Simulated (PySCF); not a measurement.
Job file and geometry (Å, from GFN2-xTB) of an NMR shielding run on `InChI=1S/C7H13FSSi/c1-5(2)7(3,10)6(9)4-8/h1,4H2,2-3,10H3/t7-/m1/s1`, GIAO PBE0/pcSseg-1 NMR shielding, non-relativistic, gas phase in PySCF 2.14.0, density-fitted response routines; density fitting, a coarse starting grid and PySCF grid level 2 are the driver's defaults:

```
$ OMP_NUM_THREADS=1 python probes_run.py task.json out

{"job": {"kind": "nmr", "xc": "PBE0", "basis": "pcSseg-1"}, "charge": 0, "multiplicity": 1}
C     -1.859282    -0.866183    -0.595331
C     -1.103501    -0.109573     0.186768
C     -1.573669     0.345954     1.530353
C      0.238343     0.388072    -0.311607
C      0.000230     1.605927    -1.209832
Si     1.476628     0.961711     1.087791
C      0.991563    -0.667244    -1.006483
S      1.811556    -0.441216    -2.402481
C      1.086892    -2.036817    -0.398621
F      0.598988    -2.115216     0.880640
H     -2.835009    -1.200495    -0.285782
H     -1.540310    -1.182796    -1.574974
H     -2.601175     0.033217     1.699362
H     -0.949608    -0.081330     2.314500
H     -1.522510     1.430922     1.606778
H     -0.569224     2.363202    -0.676143
H      0.940695     2.040079    -1.541566
H     -0.561501     1.309589    -2.094947
H      0.917341     2.182454     1.665535
H      2.735873     1.264552     0.409368
H      1.658727    -0.080924     2.088234
H      0.520623    -2.757427    -1.000839
H      2.133579    -2.359473    -0.360642
```

Q: What does the program print?

A: 
```
coarse grid: 20000 points
cycle   1  E = -1061.1199568549  dE =  1.148e+00  |g| = 6.180e-01  |ddm| = 4.462e+00
cycle   2  E = -1061.0215326372  dE =  9.842e-02  |g| = 9.316e-01  |ddm| = 1.451e+00
cycle   3  E = -1061.1969913299  dE = -1.755e-01  |g| = 1.967e-01  |ddm| = 1.074e+00
cycle   4  E = -1061.2064245794  dE = -9.433e-03  |g| = 6.591e-02  |ddm| = 3.456e-01
cycle   5  E = -1061.2074867950  dE = -1.062e-03  |g| = 2.067e-02  |ddm| = 1.105e-01
cycle   6  E = -1061.2075732298  dE = -8.643e-05  |g| = 4.717e-03  |ddm| = 2.382e-02
cycle   7  E = -1061.2075773641  dE = -4.134e-06  |g| = 2.232e-03  |ddm| = 7.037e-03
final grid: 183568 points
cycle   8  E = -1061.2762101163  dE = -6.563e-05  |g| = 1.172e-02  |ddm| = 6.126e-02
cycle   9  E = -1061.2761343880  dE =  7.573e-05  |g| = 2.038e-02  |ddm| = 3.697e-02
cycle  10  E = -1061.2762419944  dE = -1.076e-04  |g| = 3.471e-03  |ddm| = 2.875e-02
cycle  11  E = -1061.2762450822  dE = -3.088e-06  |g| = 5.506e-04  |ddm| = 4.538e-03
cycle  12  E = -1061.2762451328  dE = -5.064e-08  |g| = 2.791e-04  |ddm| = 6.823e-04
cycle  13  E = -1061.2762451515  dE = -1.869e-08  |g| = 6.153e-05  |ddm| = 3.622e-04
cycle  14  E = -1061.2762451524  dE = -9.495e-10  |g| = 1.830e-05  |ddm| = 1.020e-04
converged SCF energy = -1061.2762451524

GIAO shielding tensors (ppm)
atom      isotropic    diamagn.    paramagn.     s11        s22        s33       span
  0 C       68.287     255.001    -186.713    -35.017     90.218    149.660    184.677
  1 C       25.658     261.008    -235.350   -102.612     25.511    154.074    256.686
  2 C      160.657     247.599     -86.942    143.473    155.350    183.148     39.675
  3 C      120.027     250.686    -130.658     78.074    131.606    150.402     72.329
  4 C      154.926     246.156     -91.230    134.678    157.405    172.695     38.017
  5 Si     389.107     881.645    -492.538    330.523    378.798    458.000    127.476
  6 C      -89.734     263.849    -353.584   -255.812   -135.250    121.859    377.671
  7 S     -309.670    1058.538   -1368.209  -1413.607   -282.103    766.699   2180.306
  8 C       92.075     239.821    -147.746     63.038     77.946    135.241     72.203
  9 F      382.948     479.551     -96.603    331.930    364.427    452.487    120.557
 10 H       26.536      31.471      -4.935     23.766     25.258     30.584      6.818
 11 H       26.961      33.782      -6.821     22.870     25.349     32.662      9.792
 12 H       29.650      29.798      -0.147     25.687     27.741     35.523      9.837
 13 H       29.334      30.430      -1.096     25.616     29.024     33.360      7.744
 14 H       29.501      30.861      -1.360     25.272     29.273     33.960      8.688
 15 H       30.123      31.314      -1.191     25.975     29.309     35.084      9.108
 16 H       29.533      31.405      -1.872     25.757     27.658     35.182      9.425
 17 H       30.354      31.548      -1.194     27.098     27.969     35.995      8.897
 18 H       27.513      30.788      -3.275     24.493     25.782     32.264      7.772
 19 H       28.323      30.614      -2.291     24.629     27.142     33.197      8.567
 20 H       27.181      30.395      -3.213     23.342     26.601     31.602      8.260
 21 H       25.610      28.373      -2.763     22.356     25.679     28.795      6.439
 22 H       25.777      28.400      -2.622     20.626     26.558     30.148      9.522
```

Q: Turn these shieldings into chemical shifts. References, each an isolated molecule treated in the same way: TMS for $^{13}$C (σ = 186.93 ppm), $^{29}$Si (σ = 349.16 ppm), $^{1}$H (σ = 31.72 ppm); $^{33}$S (σ = 503.73 ppm) against CS2; CFCl3 for $^{19}$F (σ = 170.95 ppm).

A: Averaging equivalent atoms: C 6: 276.7; C 1: 161.3; C 0: 118.6; C 8: 94.8; C 3: 66.9; C 4: 32.0; C 2: 26.3; Si 5: -39.9; S 7: 813; F 9: -212.0; H 21: 6.11; H 22: 5.94; H 10: 5.18; H 11: 4.76; H 18/19/20: 4.04; H 12/13/14: 2.22; H 15/16/17: 1.71 ppm. Unscaled 19F shifts against computed CFCl3 carry errors that often reach 10 to 50 ppm.

Size and cost of the density-fitted run: 249 basis functions, 83 s wall time on 1 thread of an Arm Neoverse V1, shared host; peak memory 1.1 GiB.
